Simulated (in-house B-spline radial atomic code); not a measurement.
A radial electron density 4πr²n(r) was computed for an atom or ion in its tabulated ground configuration with an all-electron radial atomic-structure program (B-spline basis); method: non-relativistic Hartree-Fock, average of configuration. Columns: r (bohr), 4πr²n(r) (electrons per bohr), bar.

```
 0.00222      1.1 #
 0.00265    1.527 ##
 0.00316    2.103 ##
 0.00376    2.869 ###
 0.00449     3.91 ####
 0.00536    5.281 #####
 0.00639    7.042 #######
 0.00762     9.28 #########
 0.00909    12.06 ############
  0.0108    15.32 ###############
  0.0129    19.21 ###################
  0.0154    23.48 ########################
  0.0184     27.9 ############################
   0.022    32.05 ################################
  0.0262     35.3 ####################################
  0.0313    37.26 ######################################
  0.0373    37.49 ######################################
  0.0445    36.02 ####################################
  0.0531    33.48 ##################################
  0.0633    31.07 ###############################
  0.0755    30.26 ###############################
  0.0901    32.08 ################################
   0.107    36.17 ####################################
   0.128    41.06 #########################################
   0.153    43.62 ############################################
   0.182    41.69 ##########################################
   0.218    35.11 ###################################
    0.26    27.15 ###########################
    0.31    21.78 ######################
   0.369     21.2 #####################
   0.441    24.05 ########################
   0.526    26.42 ###########################
   0.627    25.23 #########################
   0.748    20.27 ####################
   0.892    13.66 ##############
    1.06    7.843 ########
    1.27    3.683 ####
    1.52    1.451 #
    1.81   0.4858 
    2.16   0.1276 
    2.57  0.02578
```

**Question.** Which atom or ion is it?
A. Ga4+
B. Ga5+
C. Ge4+
D. Zn4+

**Answer.** A. The area under the curve, ∫4πr²n dr = ∫r·4πr²n d(ln r) on this logarithmic grid, is 27 electrons, which only this option has. The configuration is [Ar] 3d9.
